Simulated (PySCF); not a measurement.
Magnetic shielding above rings: a mixed set.

Probes without a nucleus sit at each ring's centroid and 1 Å off its mean plane on both sides; NICS is minus the shielding there, NICSzz its component along the normal. Level: GIAO PBE0/pcSseg-1 (PySCF, non-relativistic, gas phase) on the GFN2-xTB geometries, one conformer each. Atom numbers follow the mapped SMILES.

Task: Order these rings by mean NICS(1)zz, lowest (most negative) first (ppm).
A. ring N5–C6–P7–C8–N10 in `[CH3:1][CH2:2][CH2:3][CH2:4][n:5]1[cH:6][p:7][c:8]([CH3:9])[n:10]1`
B. ring C3–C6–Si7 in `[CH3:1][O:2][C@:3]1([CH:4]=[O:5])[CH2:6][SiH2:7]1`
C. ring C3–C4–O5–C6–Si7 in `[O:1]=[CH:2][C@H:3]1[CH2:4][O:5][CH2:6][SiH2:7]1`
D. ring C5–C6–C7–S8–C9 in `[CH3:1][O:2][C:3](=[O:4])[c:5]1[cH:6][cH:7][s:8][c:9]1[C:10](=[O:11])[Cl:12]`
E. ring C3–C4–C5–C6–C8–C9 in `[CH:1]#[C:2][C@@H:3]1[CH:4]=[CH:5][C@@H:6]([Cl:7])[CH2:8][CH2:9]1`
F. ring C2–C3–N4–C5–C6–P7 in `[SiH3:1][c:2]1[cH:3][n:4][cH:5][cH:6][p:7]1`
G. ring C2–C3–C4–C5–C6–C7 in `[SH:1][c:2]1[cH:3][cH:4][cH:5][cH:6][cH:7]1`

Result: A (-28.1), G (-26.8), F (-25.2), D (-23.8), B (-16.8), C (-4.9), E (1.8).

```
                    SMILES                                                       ring  NICS(0)  NICS(1)  NICS(1)zz  HOMA  rms pucker (Å)  ring atoms with four or more neighbours
            CCCCn1cpc(C)n1  5-membered ring with 2 N and P; formal bonds all aromatic    -11.9    -11.8      -28.1  0.83            0.00                                        0
                 Sc1ccccc1           6-membered carbocycle; formal bonds all aromatic     -8.3    -10.7      -26.8  1.00            0.00                                        0
            [SiH3]c1cnccp1    6-membered ring with N and P; formal bonds all aromatic     -5.3    -10.1      -25.2  0.91            0.00                                        0
     COC(=O)c1ccsc1C(=O)Cl          5-membered ring with S; formal bonds all aromatic    -12.2    -10.9      -23.8  0.88            0.00                                        0
      CO[C@]1(C=O)C[SiH2]1           3-membered ring with Si; formal bonds all single    -27.6     -7.7      -16.8     –            0.00                                        3
       O=C[C@H]1COC[SiH2]1     5-membered ring with O and Si; formal bonds all single     -6.1     -3.7       -4.9     –            0.18                                        4
C#C[C@@H]1C=C[C@@H](Cl)CC1     6-membered carbocycle; formal bonds 1 double, 5 single     -0.6     -2.2        1.8     –            0.20                                        4
```

NICS(0) gives another order. The isotropic NICS(1) gives another order. Over the 4 rings with a HOMA value its correlation coefficient with NICS(1)zz is 0.10. HOMA uses Krygowski's 1993 parameters; it is left out where a ring has a four-coordinate atom, a triple bond, no multiple bond or a kind of bond without parameters. NICS(1) and NICS(1)zz are means over the two faces.
